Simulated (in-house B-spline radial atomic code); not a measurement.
RPA and G0W0 for the strontium ion Sr⁺, [Kr] 5s1, highest spin, as one setting changes: the share of exact exchange in the PBE hybrid start. A dash marks a level of low quasi-particle weight. Computed with an all-electron radial atomic-structure program (B-spline basis): all electrons, scalar-relativistic (spin-free one-electron X2C), finite nucleus, each spin shell either full or empty, empty states to l = 9 with an (l + 1/2)⁻⁴ tail; G0W0 by contour deformation at full frequency.

RPA overbinds a lone outer s electron by self-correlation, and G0W0 tends to as well.

| share of exact exchange in the PBE hybrid start | mean-field level (eV) | G0W0 level (eV) | RPA correlation (Eh) |
| --- | --- | --- | --- |
| 0 | -8.674 | 5s up -11.493 | -2.7363 |
| 0.1 | ? | ? | ? |
| 0.2 | -9.121 | 5s up -11.467 | -2.6793 |
| 0.3 | -9.342 | 5s up -11.447 | -2.6527 |
| 0.4 | -9.562 | 5s up -11.426 | -2.6272 |
| 0.5 | -9.780 | 5s up -11.404 | -2.6026 |
| 0.6 | -9.996 | 5s up -11.381 | -2.5788 |
| 0.7 | -10.211 | 5s up -11.359 | -2.5558 |
| 0.8 | ? | ? | ? |
| 0.9 | -10.636 | 5s up -11.314 | -2.5118 |
| 1 | -10.846 | 5s up -11.291 | -2.4908 |

Problem. What belongs in the row for 0.8?

Solution. mean-field level (eV): -10.425; G0W0 level (eV): 5s up -11.336; RPA correlation (Eh): -2.5335.

Problem. What belongs in the row for 0.1?

Solution. mean-field level (eV): -8.898; G0W0 level (eV): 5s up -11.483; RPA correlation (Eh): -2.7071.
